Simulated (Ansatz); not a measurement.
Consider the ligand exchange at the Al–S bond: `C[S][AlH][CH2]F` + HBr → `F[CH2][AlH][Br]` + CH₃SH.

Isolated molecules relaxed with PBE0-D4/def2-TZVP in Ansatz; ΔE leaves out vibrations. CCSD(T)/CBS is the MP2 limit (def2-TZVPP, def2-QZVPP) plus CCSD(T) − MP2 in def2-TZVPP, frozen cores. This one scheme is used for every species. Functionals use def2-TZVPP. For Br outer-core shells are correlated without core-valence functions, which leaves a few kJ/mol of doubt a bond. Scalar relativity is left out up to krypton. Each species was taken in one conformer, which may not be the lowest.

```csv
species,B2PLYP energy (Eh)
`C[S][AlH][CH2]F`,-820.02770
HBr,-2574.37376
`F[CH2][AlH][Br]`,-2955.86253
CH₃SH,-438.55938
```

(1) Work out ΔE.

Largest T1 diagnostic among the species: 0.011.

## Answers

(1) ΔE = (-2955.86253) + (-438.55938) − (-820.02770) − (-2574.37376) = -0.02045 Eh = -12.8 kcal/mol. CCSD(T)/CBS gives -12.6 kcal/mol.

From PBE to PBE0 (25 % exact exchange), in def2-TZVPP and without D4, ΔE moves by −1.2 kcal/mol. The D4 term adds +1.2 kcal/mol with B3LYP and +0.7 kcal/mol with PBE0; it sums over pairs of atoms, weighted by their polarisabilities, and B3LYP, whose exchange is more repulsive, gets the larger term. In def2-TZVPP, CCSD(T) changes the Hartree–Fock value by +4.5 kcal/mol (the triples alone add +0.8 kcal/mol) and MP2 by +4.0 kcal/mol.

B3LYP here is the variant with VWN-RPA as its local correlation; programs differ in this.
